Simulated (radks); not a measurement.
Question: The mean radii <r> (bohr) of the occupied orbitals of an atom or ion are listed with their occupations. Calculated with a radial shooting solver on a logarithmic mesh with Libxc functionals: scalar-relativistic Kohn-Sham, PBE, spin-polarised, spherical densities, finite nucleus; Fermi nuclear charge, rms radius of each element as measured or else 0.836 A^(1/3) + 0.57 fm.

orbital  occ.      <r>
1s down     1  0.01932
1s up       1  0.01932
2s up       1  0.08185
2s down     1  0.08185
2p up       3  0.07292
2p down     3  0.07292
3s up       1   0.2127
3s down     1   0.2126
3p up       3   0.2124
3p down     3   0.2123
3d up       5   0.1925
3d down     5   0.1925
4s up       1   0.4768
4s down     1   0.4769
4p up       3   0.5059
4p down     3   0.5060
4d up       5   0.5429
4d down     5   0.5433
5s up       1    1.118
5s down     1    1.121
5p up       3    1.277
5p down     3    1.282
4f up       7   0.6533
4f down     5   0.6580

Name the element and its charge. Open shells, if any, are filled with parallel spins first.

Answer: Z = 71, lutetium, charge +5: Lu5+ in [Xe] 4f12. The 1s radius gives Z: for a bare nucleus <r> = (2 gamma + 1)/(2Z) with gamma = sqrt(1 - (Z/c)^2), 0.01909 bohr for Z = 71, and screening makes it slightly larger (0.01932 here). The occupations add up to 66, and the charge is Z minus that.
